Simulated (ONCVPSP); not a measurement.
## Before and after: ONCV potential for Ge

- Element: Ge (Z = 32)
- Generator: ONCVPSP 4.0.1
- Type: optimised norm-conserving Vanderbilt (ONCV)
- Functional: PBEsol
- Relativity: fully relativistic
- Frozen core: [Ar]
- Valence charge: 14
- Reference configuration: 3d10 4s1 4p3
- Partial waves: 4s: rc 1.65 bohr, ncon 3, nbas 7, qcut 3.6 1/bohr, 2 projectors, debl 1.7 Ha; 4p: rc 2.00 bohr, ncon 4, nbas 9, qcut 4.4 1/bohr, 1 projector; 3d: rc 1.10 bohr, ncon 3, nbas 8, qcut 15.9 1/bohr, 2 projectors, debl 3.4 Ha; f scattering state at 0.16 Ha: rc 1.95 bohr, ncon 4, nbas 7, qcut 6.6 1/bohr, 2 projectors, debl 1.8 Ha
- Local potential: polynomial inside 0.80 bohr (lpopt 4, dvloc0 3 Ha)
- Core correction: Teter function, fcfact 5.25, rcfact 1.05

Open shells are filled in proportion to 2j + 1.

Change: s: qcut 3.7; p: qcut 4.6; d: qcut 16.5; f: qcut 6.9.

Cutoffs: the cutoffs (Ha) at which the residual kinetic energy of the hardest occupied pseudo-wave falls to 1 and 0.1 mHa per electron; they do not see the model core or the augmentation charge, which bear on the density cutoff. Errors are all-electron minus pseudo energies relative to the spin-unpolarised reference configuration.

Question: Predict the effect on cutoff, ghosts and configuration errors.

Answer: The potential gets neither clearly harder nor softer (93 Ha and 104 Ha → 98 Ha and 110 Ha); the errors of the 4 common tests hardly move; the range in which the s phases agree widens (upper end 0.8 → at the end of the scan); neither file shows a bound ghost.

| quantity | base | changed |
| --- | --- | --- |
| cutoff, loose | 93 Ha | 98 Ha |
| cutoff, tight | 104 Ha | 110 Ha |
| loose cutoff by channel | s 14 Ha, p 6.3 Ha, d 93 Ha | s 13 Ha, p 6.6 Ha, d 98 Ha |
| bound ghosts | none | none |
| GHOST(+) flags under 300 eV | s at 21.2 eV | s at 19.5 eV |
| error for 3d10 4s2 4p2, meV [ΔE -7.98 eV] | -1.1 | -1.1 |
| error for 3d10 4s2 4p1, meV [ΔE -0.52 eV] | -3.8 | -3.8 |
| error for 3d10 4s2 4p0, meV [ΔE 14.93 eV] | -10 | -9.7 |
| error for 3d10 4s2 4p1.5, meV [ΔE -5.17 eV] | -2.6 | -2.6 |
| s: phases at 1.67 bohr within 0.05 rad from the reference energy up to (Ha; the scan ends near 5) | 0.8 | to the end of the scan |
| p3/2: phases at 2.03 bohr within 0.05 rad from the reference energy up to (Ha; the scan ends near 5) | 0.8 | 0.8 |
| p1/2: phases at 2.03 bohr within 0.05 rad from the reference energy up to (Ha; the scan ends near 5) | 0.8 | 0.9 |
| d5/2: phases at 1.11 bohr within 0.05 rad from the reference energy up to (Ha; the scan ends near 5) | to the end of the scan | to the end of the scan |
| d3/2: phases at 1.11 bohr within 0.05 rad from the reference energy up to (Ha; the scan ends near 5) | to the end of the scan | to the end of the scan |
| f7/2: phases at 1.98 bohr within 0.05 rad from the reference energy up to (Ha; the scan ends near 5) | to the end of the scan | to the end of the scan |
| f5/2: phases at 1.98 bohr within 0.05 rad from the reference energy up to (Ha; the scan ends near 5) | to the end of the scan | to the end of the scan |
| rms error of d²Exc/dni dnj with the model core, mHa | 8.66 | 8.74 |
